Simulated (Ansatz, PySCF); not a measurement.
The Ansatz (an electronic-structure program) input:
Ansatz 0.2 input:
```yaml
crystal:
  periodic: [false, false, false]
  atoms:
    - {symbol: C, position_ang: [0.06015742, 0.70059241, -0.00131411]}
    - {symbol: N, position_ang: [0.03966195, -0.75172453, 0.00299697]}
    - {symbol: H, position_ang: [-0.93451955, 1.16943137, -0.01795391]}
    - {symbol: H, position_ang: [-0.46398692, -1.09295311, 0.81518120]}
    - {symbol: H, position_ang: [-0.43905591, -1.09816464, -0.82195807]}
    - {symbol: H, position_ang: [0.58603787, 1.04291425, 0.88931393]}
    - {symbol: H, position_ang: [0.61294631, 1.03728935, -0.87767727]}
basis:
  gaussian:
    orbitals: STO-3G
hamiltonian:
  xc: b3lyp
accuracy: high
```

### Question
Convert this to an input for PySCF.

### Answer
One answer among several that fit: 
```python
from pyscf import gto, scf, dft

mol = gto.M(
    atom='''
C     0.060157    0.700592   -0.001314
N     0.039662   -0.751725    0.002997
H    -0.934520    1.169431   -0.017954
H    -0.463987   -1.092953    0.815181
H    -0.439056   -1.098165   -0.821958
H     0.586038    1.042914    0.889314
H     0.612946    1.037289   -0.877677
''',
    basis='sto-3g',
    charge=0,
    spin=0,
    verbose=4,
)

mf = dft.RKS(mol)
mf.xc = 'b3lyp'
mf.grids.atom_grid = (99, 590)
mf.grids.prune = None
mf.kernel()
```

Both were run: Ansatz gave -94.631938 Eh and PySCF -94.631938 Eh, 0.000 mEh apart.
